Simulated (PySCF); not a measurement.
# Frontier orbitals and the lowest excitations

CdMeH, CH₄Cd (singlet state).
Cartesian coordinates in Å at the PBE0-D3(BJ)/def2-SVP level; atoms count from 1:
```
atom  x, y, z in Å
Cd1   -0.0059    0.0070   -1.3270
C2     0.0047    0.0018    0.7880
H3    -0.4486    0.9203    1.1919
H4     1.0322   -0.0692    1.1775
H5    -0.5650   -0.8569    1.1764
H6    -0.0174   -0.0029   -3.0069
```

Method used: TDDFT B3LYP/def2-SVPD, vertical, gas phase, core orbitals frozen in the response, def2 core potentials past Kr (PySCF). Spin–orbit coupling is left out.

Kohn–Sham orbitals with the atoms that hold most of them (Löwdin shares over 4%, at most four atoms; ? is withheld):

```csv
orbital,ε (eV),atoms
LUMO+2,-0.01,"Cd1 47%, C2 21%, H6 15%, H5 6%"
LUMO+1,-0.67,"Cd1 81%, H6 9%, C2 6%"
LUMO,-0.67,"Cd1 81%, H6 9%, C2 6%"
HOMO,-7.09,"C2 37%, Cd1 26%, H6 22%, H5 5%"
HOMO-1,-8.74,?
HOMO-2,-10.37,"C2 49%, H4 24%, H5 17%, H3 5%"
HOMO-3,-10.37,"C2 49%, H3 26%, H5 14%, H4 7%"
```

(1) Give the leading atoms of the HOMO-1.

Results:

(1) Cd1 (bonded to C and H) 50%; H6 (bonded to Cd) 29%; C2 (bonded to Cd and 3 H) 14%.

Within 0.005 eV of a neighbour in this list lie HOMO-3/HOMO-2 and LUMO/LUMO+1 (point group found: C3v); within a degenerate set the shares of single atoms can hang on how the components are chosen.

Problem. The HOMO–LUMO gap is 6.41 eV. Where does the response calculation put the lowest singlet, and from which orbitals?

Solution. S1 is at 5.38 eV (f = 0.0001), 1.03 eV below the gap, made of HOMO→LUMO/LUMO+1 (100%). S1/S2 lie within about 0.01 eV of each other. Without the coupling terms of the response equations the lowest excitation would equal the gap.

For S1 the Löwdin share of cadmium is 26% in HOMO and 81% in LUMO.

Next come S2 at 5.39 eV (f 0.0001), HOMO→LUMO/LUMO+1 (100%); S3 at 6.63 eV (f 0.351), HOMO→LUMO+2 (88%); S4 at 7.55 eV (f 0.298), HOMO-1→LUMO/LUMO+1 (98%); S5 at 7.56 eV (f 0.298), HOMO-1→LUMO/LUMO+1 (98%).

Orbitals of the list HOMO-3 to LUMO+2 that lie within 0.01 eV of each other are written together with a slash and their weights summed (≥ marks a lower bound); for degenerate orbitals outside that list single weights are arbitrary.

Löwdin shares depend on the basis, the more so with diffuse functions.
